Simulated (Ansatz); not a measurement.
Two members of one family (Series SiH3X), computed with Ansatz in the gas phase. The two geometries come from different levels. Binding counts from free atoms in the multiplicity of their measured ground term, without zero-point energy. A dash marks a value that wasn't run or was left out as unsound. The structures are stationary points that may keep the symmetry of their start. Remarks come from the PBE and PBE0 runs and from stability tests at other levels; not every state was tested. HOMO above LUMO (over both spins in singlets and doublets, within one spin in higher multiplets; at PBE or PBE0), or a gap under 0.15 eV within one spin, warns that the state may not be the lowest or that an electron is smeared out.

First: Si(CF3)H3 (singlet, charge 0, r2SCAN-D4/def2-SVP geometry).

```csv
atom,x (Å),y (Å),z (Å)
Si1,0.7378,-0.1669,0.6293
C2,-0.7094,0.1604,-0.6050
F3,-0.2572,0.3993,-1.8539
F4,-1.4472,1.2300,-0.2384
F5,-1.5498,-0.8943,-0.6806
H6,0.1404,-0.4073,1.9694
H7,1.6062,1.0411,0.6340
H8,1.4792,-1.3622,0.1451
```

| level | HOMO (eV) | LUMO (eV) | gap (eV) | vertical IE (eV) | binding per atom (eV) |
| --- | --- | --- | --- | --- | --- |
| PBE-D4/def2-TZVP | -8.08 | -0.72 | 7.36 | 11.56 | 3.68 |
| r2SCAN-D4/def2-TZVP | -8.44 | -0.31 | 8.12 | 11.78 | 3.60 |
| r2SCAN-D4/def2-TZVPD | -8.48 | -0.41 | 8.07 | – | 3.60 |
| PBE0-D4/def2-SVP | -9.55 | 0.49 | 10.04 | – | 3.61 |
| r2SCAN0-D4/def2-TZVP | -9.91 | 0.35 | 10.26 | – | 3.50 |

Remarks: gap within one spin near zero at PBE or PBE0 (+1 doublet).

Second: Si(SMe)H3 (singlet, charge 0, PBE-D4/def2-TZVP geometry).

```xyz
9

Si   -1.4678    0.1219   -0.2390
S    -0.0471   -0.6223    1.1754
C     1.4966   -0.1551    0.3061
H     1.5683   -0.6602   -0.6663
H     2.3262   -0.4864    0.9420
H     1.5621    0.9316    0.1716
H    -1.3644    1.6086   -0.3956
H    -2.8134   -0.2421    0.2930
H    -1.2604   -0.4960   -1.5874
```

Estimate how these quantities change from the first to the second (second minus first).


```tsv
level	Δ HOMO (eV)	Δ LUMO (eV)	Δ gap (eV)	Δ vertical IE (eV)	Δ binding per atom (eV)
PBE-D4/def2-TZVP	2.33	-0.05	-2.37	-2.55	-0.31
r2SCAN-D4/def2-TZVP	2.43	-0.10	-2.54	-2.73	-0.24
r2SCAN-D4/def2-TZVPD	2.45	-0.14	-2.58	–	-0.24
PBE0-D4/def2-SVP	2.68	0.03	-2.65	–	-0.28
r2SCAN0-D4/def2-TZVP	2.79	0.00	-2.80	–	-0.17
```
